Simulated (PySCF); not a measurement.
A geometry optimisation on `C(=C)C[C@H](C(N)=S)C#C`.

Method: PBE0-D3(BJ)/def2-SVP geometry optimisation, gas phase (PySCF 2.14.0). Start geometry: GFN2-xTB. The command runs a driver script over a list of jobs; the input below is this job's line of settings and its coordinates in Å.

Command:
```bash
OMP_NUM_THREADS=1 python probes_run.py task.json out
```

Input:
```
{"job": {"xc": "PBE0", "basis": "def2-SVP", "d3": "d3bj", "grid": 1, "shake": 0.01, "kind": "geom"}, "charge": 0, "multiplicity": 1}
C     -0.724930     0.735790    -2.487160
C     -0.582850     0.708120    -1.308750
C     -0.434070     0.594020     0.120350
C      0.566000    -0.577760     0.473880
C      1.904610    -0.355170    -0.073330
C      2.993570    -0.316080     0.677350
C     -1.725520     0.360650     0.826610
N     -2.644000    -0.324180     0.142160
S     -1.982080     0.853810     2.389030
H     -0.864460     0.833150    -3.521420
H      0.016760     1.515680     0.531550
H      0.572330    -0.686620     1.569420
H      0.090890    -1.487480     0.038120
H      1.944960    -0.190710    -1.125690
H      3.968360    -0.166340     0.255230
H      2.959910    -0.455830     1.754130
H     -3.549740    -0.494530     0.577110
H     -2.537280    -0.534570    -0.824340
```

Problem. What does the run print?

Solution. 
```
step   0  E = -724.13371370  max force = 0.042165
step   1  E = -724.13984665  max force = 0.004976
step   2  E = -724.14017652  max force = 0.002152
step   3  E = -724.14027362  max force = 0.002357
step   4  E = -724.14039979  max force = 0.003118
step   5  E = -724.14048394  max force = 0.002378
step   6  E = -724.14056632  max force = 0.000807
step   7  E = -724.14062329  max force = 0.001092
step   8  E = -724.14064051  max force = 0.001462
step   9  E = -724.14066988  max force = 0.000776
step  10  E = -724.14068850  max force = 0.000543
step  11  E = -724.14069741  max force = 0.000327
optimisation converged
```

Energies in Eh; «max force» is the largest Cartesian gradient component in Eh/bohr.

Problem. How much energy does the optimisation release, in eV?

Solution. E(step 0) − E(last step) = 0.006984 Eh, which is 0.190 eV.

Problem. Give the first gradient maximum in eV/Å.

Solution. With 1 Eh/bohr = 51.422 eV/Å, 2.168 eV/Å.

Main results: final energy -724.14070 Eh after 11 steps; dipole 4.00 D.

Problem. Give the final coordinates.

Solution. 0.265 Å rms from the input after alignment:
```
atom  x, y, z in Å
C1    -0.7499    0.5749   -2.5285
C2    -0.6086    0.5215   -1.3256
C3    -0.4531    0.4356    0.1240
C4     0.6164   -0.6070    0.5291
C5     1.9644   -0.3168   -0.0489
C6     3.0455   -0.0175    0.6720
C7    -1.7686    0.1625    0.8623
N8    -2.8080   -0.1594    0.0910
S9    -1.8467    0.2523    2.5077
H10   -0.8583    0.6407   -3.5957
H11   -0.1081    1.4160    0.4928
H12    0.6515   -0.6151    1.6279
H13    0.2649   -1.5993    0.1973
H14    2.0424   -0.3519   -1.1424
H15    4.0088    0.1871    0.1974
H16    3.0073    0.0294    1.7653
H17   -3.6987   -0.3488    0.5328
H18   -2.7214   -0.1689   -0.9204
```

Hardware: Intel Xeon 6975P-C, one thread, no GPU, shared host with 48 logical CPUs at a one-minute load of 13. Cost: 2.1 min of wall time, 0.82 GiB resident at most.
Labels such as C1 count atoms from 1, the log's own numbers from 0.
